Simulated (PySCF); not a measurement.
PySCF input file for Al2H4, SMILES [AlH2][AlH2], PBE/pcJ-1. Geometry optimised at TPSSh-D3(BJ)/def2-TZVP.

```python
import numpy as np
from pyscf import gto, scf, dft
from pyscf.prop.ssc import rks as ssc

mol = gto.M(
    atom='''
    Al   -0.00000000    0.00000000   -1.29760760
    Al    0.00000000   -0.00000000    1.29760760
    H     0.95469574    0.95469574   -2.14167675
    H    -0.95469575   -0.95469575   -2.14167675
    H     0.95469575   -0.95469574    2.14167675
    H    -0.95469574    0.95469575    2.14167675
    ''',
    basis='pcJ-1',
    charge=0,
    spin=0,
    max_memory=1600,
    verbose=3,
)
mf = dft.RKS(mol, xc='pbe')
mf.grids.level = 3
mf.conv_tol = 1e-10
mf.max_cycle = 100
mf.kernel()
j = ssc.SSC(mf)
j.with_fcsd = True
j.max_cycle_cphf = 80
j.conv_tol = 1e-7
e11 = j.kernel()
```

It prints:

```
converged SCF energy = -483.620742783682
Reduced spin-spin coupling constant K (Hz)
               #0        #1        #2        #3        #4
        0 Al   0.00000
        1 Al  83.85895   0.00000
        2 H   29.24623   4.93924   0.00000
        3 H   29.24602   4.93940   0.36409   0.00000
        4 H    4.93944  29.24606   0.10558   0.10558   0.00000
        5 H    4.93967  29.24623   0.10558   0.10558   0.36410
               #5
        5 H    0.00000
Spin-spin coupling constant J (Hz)
               #0        #1        #2        #3        #4
        0 Al   0.00000
        1 Al 177.92284   0.00000
        2 H  237.95142  40.18636   0.00000
        3 H  237.94968  40.18763  11.35948   0.00000
        4 H   40.18794 237.94996   3.29423   3.29419   0.00000
        5 H   40.18983 237.95136   3.29399   3.29409  11.35996
               #5
        5 H    0.00000
```

The run converged.

Cost: around 25 core-seconds (rough).
